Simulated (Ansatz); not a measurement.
Stepwise reaction of `C[SiH2][AlH][F]` with hydrogen chloride, as a gas-phase model of exchange steps in deposition or etching. ΔE in kJ/mol.

Gas-phase electronic energies from Ansatz, PBE0-D4/def2-TZVP geometries. CCSD(T)/CBS adds triple-zeta CCSD(T) − MP2 to the extrapolated MP2 energy (def2 sets, frozen cores). This one scheme is used for every species. Functionals use def2-TZVPP. B3LYP here is the variant with VWN-RPA as its local correlation; programs differ in this. One conformer a species, not always the lowest.

```
step                                                       reaction  PBE-D4  B3LYP-D4  ωB97M-V  CCSD(T)/CBS
   1          `C[SiH2][AlH][F]` + HCl → `C[SiH2][Al]([F])[Cl]` + H₂  -152.9    -154.7   -155.0       -156.1
   2  `C[SiH2][Al]([F])[Cl]` + HCl → `C[SiH](Cl)[Al]([F])[Cl]` + H₂   -75.2     -75.7    -75.8        -75.4
```

Q: By hand: ΔE of the 2 steps together at CCSD(T)/CBS.

A: (-156.1) + (-75.4) = -231.5 kJ/mol, or -115.8 kJ/mol a step.

In ΔE each step is higher than the one before. All are downhill at CCSD(T)/CBS. PBE-D4 differs from CCSD(T)/CBS by 0.2 to 3.2 kJ/mol a step. Isolated molecules leave out the surface, adducts and barriers. Largest T1 diagnostic: 0.012.
